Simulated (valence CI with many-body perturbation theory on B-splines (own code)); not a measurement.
Sensitivity of CI+MBPT for Pb⁵⁰⁺

Computed by valence CI with perturbative core correlation (CI+MBPT): four valence electrons over a frozen Dirac-Fock core [Ar] 3d10, radial functions for each j: 6 s, 6 p, 5 d, 3 f, 1 g, with the one-electron correlation potential Σ1, the two-electron term Σ2, the three-electron term Σ3, Breit, model QED; selected CI, second order for the rest, scaled by the run's own slope (own B-spline code, finite nucleus).

The last digits are not significant, and no measured levels were compared; by estimate large intervals hold to a few tenths of a per cent, small ones and those within an open d or f shell to about a per cent.

The reference run has the lowest level (4s^2 4p1/2^2) J=0 and an ionisation energy of 2966.99 eV. Its largest variational space holds 9998 state functions.

Levels are named by their leading jj configuration (3d3/2^4 stands for four electrons in 3d with j = 3/2), which in mixed levels can hold well under half, so a name can repeat and another be missing. Letters in brackets count levels of one name in rising energy.

Changed runs:
A. screening of Σ1 on → off
B. box radius (bohr) 2.2472 → 2.15
C. orbitals per symmetry with explicit Σ2 and valence Breit (the others get mean screening factors) 5 → 2
D. start configuration 4s2 4p2 → 4s4 (bad on purpose)

Excitation energies of the reference run in cm⁻¹, and shifts in cm⁻¹:

```tsv
Level	Reference	A	B	C
(4s^2 4p1/2 4p3/2) J=1	1304380	+144	+0.1	+35
(4s^2 4p1/2 4p3/2) J=2	1344550	+144	+0.1	+33
(4s 4p1/2^2 4p3/2) J=2	2251550	+118	+0.2	+12
(4s 4p1/2^2 4p3/2) J=1	2388610	+117	+0.2	+25
(4s^2 4p3/2^2) J=2	2679580	+288	+0.1	+76
(4s^2 4p3/2^2) J=0	2766010	+288	+0.1	+96
(4s^2 4p1/2 4d3/2) J=2	2768950	+69	+0.2	-18
(4s^2 4p1/2 4d3/2) J=1	2944270	+73	+0.2	+10
(4s^2 4p1/2 4d5/2) J=2	3135400	+132	+0.2	+12
(4s^2 4p1/2 4d5/2) J=3	3144870	+131	+0.2	+7.5
(4s 4p1/2 4p3/2^2) J=2 [a]	3528990	+255	+0.2	+48
(4s 4p1/2 4p3/2^2) J=3	3608630	+258	+0.2	+42
Ionisation energy (eV)	2966.99	+0.08	+7e-05	+0.024
```

Run D: It gave no result: a shell was given more electrons than it holds. The program said: "a valence shell holds more than 4l+2 electrons".
